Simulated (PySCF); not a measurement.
SMILES C[O][GeH2][CH]=C (C₃H₈GeO), singlet (B3LYP/def2-SVP optimised geometry):

```
13

Ge    -0.665    -1.243     0.000
C      1.275    -1.243     0.000
C      1.998    -1.818    -0.968
O     -1.163     0.482     0.000
C     -2.520     0.843     0.065
H     -1.200    -1.943    -1.275
H     -1.266    -1.902     1.269
H      1.789    -0.754     0.836
H      3.094    -1.819    -0.951
H      1.532    -2.314    -1.827
H     -3.094     0.508    -0.823
H     -2.589     1.943     0.108
H     -3.029     0.440     0.964
```

Computed with B3LYP/def2-TZVP run with PySCF.

Problem. What are the frontier orbital energies and the dipole moment?

Solution. HOMO-2 -8.18 eV, HOMO-1 -7.86 eV, HOMO -7.37 eV, LUMO -0.84 eV, LUMO+1 0.69 eV; dipole moment 0.88 D.

On the same geometry PBE/def2-TZVP run with PySCF gives HOMO-2 -7.11 eV, HOMO-1 -6.81 eV, HOMO -6.05 eV, LUMO -1.63 eV, LUMO+1 0.06 eV; dipole moment 0.79 D.

Meta-Löwdin charges at B3LYP/def2-TZVP: Ge1 0.76, C2 -0.31, C3 -0.21, O4 -0.60, C5 -0.10, H6 -0.09, H7 -0.09, H8 0.12, H9 0.12, H10 0.11, H11 0.09, H12 0.11, H13 0.09.
